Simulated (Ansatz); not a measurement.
# Active spaces for TiCl, quartet

Computed with Ansatz's Gaussian-basis code (development build). Basis def2-SVP, nonrelativistic, 10 orbitals frozen in the corrections. State-specific CASSCF; RHF is the lowest restricted (open-shell) Hartree–Fock solution met. Letters tell apart solutions met in one space. A CASSCF solution shown is a saddle point in the orbitals. The basis is small, far from the limit. No symmetry is imposed, so a solution can break that of the shape. Lower solutions, or ones in other orbitals, may exist. The orbital stability of a CASSCF solution shown is undecided.

Geometry: bond length 6.7950 Å. A bond is stretched, to 2.59 times the sum of the covalent radii.

CASSCF less RHF, in eV, and natural occupations:

| CAS | CASSCF | occupations |
| --- | --- | --- |
| (9,9) a | -1.308 | 1.99, 1.99, 1.90, 1.00, 1.00, 1.00, 0.05, 0.05, 0.01 |
| (9,9) b | -0.863 | 2.00, 2.00, 1.87, 1.00, 1.00, 1.00, 0.05, 0.05, 0.05 |

(1) What totals less RHF do the corrections give on each solution?

Results:

(1) 

```csv
CAS,SC-NEVPT2
"(9,9) a",-7.905
"(9,9) b",-7.909
```
